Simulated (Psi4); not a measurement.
Here is a job for Psi4.
```
memory 2 GB

molecule {
0 2
  C    -0.01711389    0.13861103   -1.25945287
  Si    0.00774095   -0.06609183    0.57241213
  H    -0.92959358    0.22915764   -1.82227983
  H     0.88009381    0.20740535   -1.84926448
  H     0.03350168    1.24334789    1.24448153
  H    -1.19792114   -0.77868484    1.00294438
  H     1.20822931   -0.80760657    0.96706573
}

set basis def2-svp
set reference uhf

energy('scf')
print_variables()
```

**Question.** Estimate the total energy that HF/def2-SVP in Psi4 1.11 returns for this input.

**Answer.** -329.5425 Eh

**Question.** Predict the nuclear repulsion energy from HF/def2-SVP.

**Answer.** 56.2975 Eh

**Question.** Estimate the number of basis functions that HF/def2-SVP returns for this input.

**Answer.** 57

**Question.** Give the dipole moment at the level HF/def2-SVP.

**Answer.** 0.61 D

**Question.** What <S^2> does HF/def2-SVP give?

**Answer.** 0.760

These values belong to the state on which the SCF converged, which isn't shown to be the lowest.
